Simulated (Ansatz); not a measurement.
Program: Ansatz. Geometries: PBE0-D4/def2-TZVP. ΔE: electronic, gas phase. CCSD(T)/CBS is the MP2 limit (def2-TZVPP, def2-QZVPP) plus CCSD(T) − MP2 in def2-TZVPP, frozen cores. Functionals use def2-TZVPP. B3LYP here is the variant with VWN-RPA as its local correlation; programs differ in this. HSE06 is defined as in plane-wave codes. def2 core potentials past Kr. For Ge, In, Se outer-core shells are correlated without core-valence functions, which leaves a few kJ/mol of doubt a bond. Scalar relativity is left out up to krypton. Each species was taken in one conformer, which may not be the lowest.

Reaction (formal exchange of groups at the Se–Ge bond): `[Cl][Ge]([Cl])([Cl])[SeH]` + `[F][InH][Cl]` → `[F][In]([Cl])[SeH]` + `[Cl][GeH]([Cl])[Cl]`

`[Cl][Ge]([Cl])([Cl])[SeH]`:

Cartesian coordinates in Å:
```
Cl -1.176 0.315 -1.864
Ge 0.293 0.125 -0.331
Cl 2.089 -0.619 -1.194
Cl 0.653 2.091 0.410
Se -0.337 -1.363 1.338
H -1.523 -0.548 1.642
```

`[F][InH][Cl]`:

```xyz
4

F    -1.546   -0.805   -0.696
In    0.140   -0.140   -0.006
Cl   -0.113    2.058    0.638
H     1.519   -1.113    0.064
```

`[F][In]([Cl])[SeH]`:

Cartesian coordinates in Å:
```
F 1.932 0.121 -0.646
In 0.120 0.561 -0.118
Cl -0.389 2.799 -0.267
Se -1.374 -1.255 0.624
H -0.290 -2.226 0.407
```

`[Cl][GeH]([Cl])[Cl]`:

Cartesian coordinates in Å:
```
Cl -0.601 -1.199 1.592
Ge 0.137 0.026 0.018
Cl -0.187 -0.979 -1.827
Cl -0.971 1.841 0.001
H 1.622 0.311 0.216
```

```tsv
level	ΔE (kcal/mol)	difference from CCSD(T)/CBS
LDA (SPW92)	-8.9	2.5
PBE-D4	-9.1	2.3
revPBE-D4	-8.2	3.2
BLYP-D4	-8.7	2.7
r2SCAN-D4	-10.1	1.3
B97M-V	-9.5	1.9
PBE0-D4	-9.8	1.6
B3LYP-D4	-9.5	1.9
r2SCANh-D4	-10.2	1.2
r2SCAN0-D4	-10.4	1.0
HSE06-D4	-9.8	1.6
BHLYP-D4	-10.5	0.9
CAM-B3LYP-D4	-10.0	1.4
ωB97X-V	-10.1	1.3
ωB97M-V	-9.8	1.6
B2PLYP	-11.2	0.2
PBE-QIDH	-10.8	0.6
PBE	-10.3	1.1
revPBE	-10.7	0.7
r2SCAN	-10.3	1.1
B3LYP	-11.5	-0.1
r2SCANh	-10.5	0.9
r2SCAN0	-10.8	0.6
HSE06	-10.8	0.6
BHLYP	-12.1	-0.7
CAM-B3LYP	-11.1	0.3
LC-ωPBE	-10.7	0.7
RPA@PBE/def2-TZVPP	-10.0	1.4
HF/def2-SVP	-14.4	-3.0
CCSD/def2-SVP	-13.2	-1.8
CCSD(T)/def2-SVP	-12.8	-1.4
MP2/def2-TZVPP	-10.2	1.2
SCS-MP2/def2-TZVPP	-10.6	0.8
CCSD/def2-TZVPP	-10.9	0.5
CCSD(T)/def2-TZVPP	-10.5	0.9
HF/def2-QZVPP	-13.9	-2.5
MP2/def2-QZVPP	-10.8	0.6
SCS-MP2/def2-QZVPP	-11.2	0.2
MP2/CBS(def2)	-11.1	0.3
CCSD/CBS(def2)	-11.8	-0.4
CCSD(T)/CBS	-11.4	0
```

Largest T1 diagnostic among the species: 0.015.

At CCSD(T), def2-SVP lies −1.4 kcal/mol from the extrapolated value and def2-TZVPP +0.9 kcal/mol. The D4 term adds +2.0 kcal/mol with B3LYP and +1.0 kcal/mol with PBE0; it sums over pairs of atoms, weighted by their polarisabilities, and B3LYP, whose exchange is more repulsive, gets the larger term.
